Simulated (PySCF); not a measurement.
# Checking a proposed structure

A compound C₇H₁₄FNSi gives the data below (simulated from a calculation) and was assigned the structure `C/C=C1/[SiH2][C@@H](N(C)C)[C@@H]1F`.

13C{1H} NMR (computed): δ 172.1 (CH), 171.9 (C), 121.4 (CH), 76.0 (CH2), 43.0 (CH3), 40.7 (CH2), 17.5 (CH3).

1H NMR (400 MHz, computed): δ 8.77 (s, 1H), 5.89 (m, 1H), 5.04 (m, 2H), 4.23 (m, 2H), 3.66 (s, 3H), 2.33 (q, 2H), 1.33 (t, 3H).

Theory: geometry from GFN2-xTB, shieldings: GIAO PBE0/pcSseg-1, in PySCF 2.14 (no relativistic terms, a single conformation, equivalent nuclei averaged, in vacuum).

Referencing at the same level of theory: 1H (σref 31.72), 13C (σref 186.93) vs TMS.

**Question.** Compare with the shifts computed for the proposed structure, pairing carbons in order of shift.

**Answer.** Atom-mapped SMILES (the numbers label the heavy atoms): `[CH3:1]/[CH:2]=[C:3]1/[SiH2:4][C@@H:5]([N:6]([CH3:7])[CH3:8])[C@@H:9]1[F:10]` (H(Xn): hydrogen on atom n).

```
atom  computed for proposal  given list  difference
  C2                  156.9       172.1       -15.2
  C3                  138.4       171.9       -33.5
  C9                  100.5       121.4       -20.9
  C5                   68.3        76.0        -7.7
  C7                   47.9        43.0        +4.9
  C8                   47.9        40.7        +7.2
  C1                   20.9        17.5        +3.4
```

The rms difference is 16.6 ppm and the largest -33.5 ppm at C3 (fully substituted alkene carbon). The proposal also would give 6 carbon signals, not 7. The carbon types in order of shift don't match either: CH, C, CH, CH, CH3, CH3, CH3 for the proposal against CH, C, CH, CH2, CH3, CH2, CH3 in the data. The proposal doesn't fit.

**Question.** Which isomer fits?

**Answer.** `CCC(/C=N\C)=C/[SiH2]CF`.

Carbon types of the structure: 1 × C, 2 × CH, 2 × CH2, 2 × CH3, leaving 2 H on heteroatoms. δC 172.1: C=N carbon. δC 121.4: alkene CH; as expected for a trigonal carbon in a double bond. δC 76.0: sp3 CH2 bonded to F and Si; the inductive effect lowers its shielding. δH 8.77: hydrogen on a C=N carbon.

Other isomers checked: C=C(F)[Si@@H]1CC[C@@H]1N(C)C (rms 32.9 ppm).

The shifts were computed for this structure.

Splittings by 19F in the carbon and heteronuclear signals aren't shown, as no couplings were computed. Shifts are as computed. Against solution values, carbons near 30 ppm lie about +3 ppm off and those near 130 ppm about +5 ppm. Of 1309 compounds with measured shifts, 239 miss one by over three times the rms of a fit or turn the order of signals round; such compounds aren't used in these exercises. No couplings were computed; multiplicities are counted from neighbouring protons, with m where these are inequivalent, close in shift, in a saturated or five-membered ring or joined by F or P, and br s for small geminal =CH2 splittings.
